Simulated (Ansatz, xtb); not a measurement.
GaH2Cl (SMILES [H][Ga]([H])[Cl]): methods side by side

The species is GaH2Cl (4 atoms), meant as a singlet with charge 0. SMILES: `[H][Ga]([H])[Cl]`. Geometry: a GFN2-xTB relaxation, a rough one for these elements and not checked as a minimum.

Each level gives the dipole moment (D). The values are calculated.

| level | kind | program | value (D) |
| --- | --- | --- | --- |
| GFN2-xTB | semi-empirical | xtb | 0.74 |
| GFN1-xTB | semi-empirical | xtb | 1.32 |
| HF/3-21G | Hartree–Fock | Ansatz | 2.27 |
| HF/6-31G** (spherical functions) | Hartree–Fock | Ansatz | 1.52 |
| HF/def2-SVP | Hartree–Fock | Ansatz | 1.17 |
| PBE/6-31G** (spherical functions) | GGA | Ansatz | 1.17 |
| B3LYP/6-31G* (spherical functions) | global hybrid | Ansatz | 1.25 |
| B3LYP/6-31G* (Cartesian functions) | global hybrid | Ansatz | 1.25 |
| PBE0/6-31G** (spherical functions) | global hybrid | Ansatz | 1.32 |
| PBE0/def2-SVP | global hybrid | Ansatz | 1.02 |

All-electron rows without a relativistic Hamiltonian named are non-relativistic. The values span 0.74 to 2.27 D. Magnitudes only. Sets without polarisation functions give poor dipoles. Without the sets that lack polarisation functions the rows with a basis span only 1.02 to 1.52 D.
